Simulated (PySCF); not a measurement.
## Computed structure and properties of Pm(OH)3

System: Pm(OH)3 (singlet in the valence; each metal's 4f electrons, 4 of them, lie in its core potential, out of spins and levels); start: template (C3v). Method: PySCF 2.14.0, RKS PBE0, Pm lcecp-1-SVP with ECP50, O def2-SVP, H def2-SVP; non-relativistic Hamiltonian with scalar-relativistic core potentials where named; density fitting; no spin-orbit coupling.

Input of the relaxation:

```python
mol = gto.M(atom='''
Pm    -0.00000    -0.00000    -0.00540
O      2.20881    -0.00001    -0.00540
H      3.10880    -0.00002     0.34460
O     -1.10440     1.91289    -0.00540
H     -1.55439     2.69231     0.34460
O     -1.10442    -1.91288    -0.00540
H     -1.55441    -2.69229     0.34460''',
    basis={'Pm': 'lcecp-1-SVP', 'O': 'def2-SVP', 'H': 'def2-SVP'},
    ecp={'Pm': 'lcecp-1-SVP'},
    charge=0, spin=0)
mf = dft.RKS(mol, xc='PBE0')
mf.grids.atom_grid = (50, 194)  # f atoms: unpruned, at least (60, 302)
mf = mf.density_fit()  # fitting sets: Pm AutoAux, O def2-universal-JKFIT, H def2-universal-JKFIT
mf.conv_tol = 1e-08; mf.max_cycle = 55
mf.kernel(dm0)  # dm0: converged density of the start geometry
# quasi-Newton relaxation in Cartesian coordinates to a largest gradient under 0.00045 Eh/bohr, steps kept in the point group
```

Run from Python with OMP_NUM_THREADS=2; the lines above give its settings. Where DIIS fails, smearing, a level shift and second-order steps follow.
It took 38 s on 2 threads of Arm Neoverse V2 (shared host), from the converged density of the start.

Course of the relaxation:

```tsv
step	energy above end (eV)	largest force component within the symmetry (eV/Å)
0	0.3905	1.303
1	0.1437	0.729
2	0.0526	0.447
3	0.0145	0.483
4	0.0064	0.073
5	0.0044	0.076
6	0.0040	0.050
7	0.0035	0.036
8	0.0008	0.072
9	0.0007	0.120
10	0.0004	0.020
11	0.0003	0.025
12	0.0001	0.032
13	0.0000	0.022
14	0.0000	0.003
```

Relaxed geometry (C3v):

```xyz
7

Pm    0.0000    0.0000   -0.0905
O     2.0987    0.0000    0.1069
H     3.0429    0.0000    0.2607
O    -1.0493    1.8175    0.1069
H    -1.5214    2.6352    0.2607
O    -1.0494   -1.8175    0.1069
H    -1.5214   -2.6352    0.2607
```

```csv
contact,Å
Pm1–O2 (OH),2.108
Pm1–O4 (OH),2.108
Pm1–O6 (OH),2.108
```

On the finer grid (75, 302):

The HOMO is -7.53 eV and the LUMO is -1.25 eV. The dipole about the centre of mass is 0.72 D. The set of Mulliken populations of Pm1 outside the core potential is s 2.11, p 6.30, d 1.37, f 0.11 and the D3(BJ) dispersion energy (not in the energies) is -0.082 eV.

| atom | Mulliken (e) | Löwdin (e) | spin (e) |
| --- | --- | --- | --- |
| Pm1 | 1.11 | 0.74 | 0.00 |
| O2 | -0.54 | -0.32 | 0.00 |
| H3 | 0.17 | 0.08 | 0.00 |
| O4 | -0.54 | -0.32 | 0.00 |
| H5 | 0.17 | 0.08 | 0.00 |
| O6 | -0.54 | -0.32 | 0.00 |
| H7 | 0.17 | 0.08 | 0.00 |

The 4f levels lie in the core potential and are missing. Their spin isn't counted.

On the grid (50, 194), as all that follows. Harmonic modes: a minimum within the noise of the softest modes; lowest 38 cm⁻¹ (negative: unstable), highest 4005 cm⁻¹, zero-point energy 1.024 eV.

Taking off one OH (charge -1, singlet; the rest: singlet) in vacuum, both parts rigid, costs 10.89 eV; the small basis without counterpoise inflates it. Most of it is the attraction of opposite charges; other ways to part are cheaper, and one spin state was tried for the rest.

Rigid scan of OH along the line from its metal:

```csv
distance to O2 (Å),energy (eV)
1.81,1.337
1.91,0.512
2.01,0.111
2.11,0.000
2.21,0.084
2.31,0.294
2.51,0.918
2.81,2.004
3.21,3.326
3.71,4.574
```

One start shape was tried, so this needn't be the lowest isomer.

An lcecp potential fixes the number of 4f electrons, so in runs with it no electron can move into or out of that shell.
